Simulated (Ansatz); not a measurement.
`CC(C)(C)O[Si]Cl` and `CC(C)(C)CO` differ in one atom or group.

Ansatz, PBE0-D4/def2-TZVP geometries, multiplicity 1. Each molecule was computed in one conformer, which needn't be the lowest.

```tsv
property	`CC(C)(C)O[Si]Cl`
HOMO energy (ωB97M-V/def2-TZVPP) / eV	-9.29
vertical ionisation energy (CCSD(T)/CBS(def2)) / eV	9.49
HOMO energy (PBE0/def2-TZVPP) / eV	-7.20
HOMO–LUMO gap (PBE0/def2-TZVPP) / eV	5.47
HOMO energy (B3LYP/def2-TZVPP) / eV	-7.01
size of the dipole moment (ωB97M-V/def2-TZVPP) / D	2.33
```

(1) Give the same properties after the change, and the shifts. (Estimate.)

Results:

(1) Ansatz gave: 
| property | `CC(C)(C)CO` | shift |
| --- | --- | --- |
| HOMO energy (ωB97M-V/def2-TZVPP) / eV | -10.11 | -0.82 |
| vertical ionisation energy (CCSD(T)/CBS(def2)) / eV | 10.41 | 0.92 |
| HOMO energy (PBE0/def2-TZVPP) / eV | -7.70 | -0.50 |
| HOMO–LUMO gap (PBE0/def2-TZVPP) / eV | 8.55 | 3.08 |
| HOMO energy (B3LYP/def2-TZVPP) / eV | -7.48 | -0.47 |
| size of the dipole moment (ωB97M-V/def2-TZVPP) / D | 1.57 | -0.76 |

With PBE0 the HOMO falls by 0.50 eV and the LUMO rises by 2.58 eV, so the gap widens by about 3.08 eV. PBE moves the HOMO by -0.02 eV and ωB97M-V by -0.82 eV. Dipoles are sizes alone; their direction can turn.

B3LYP here is the variant with VWN-RPA as its local correlation; programs differ in this.
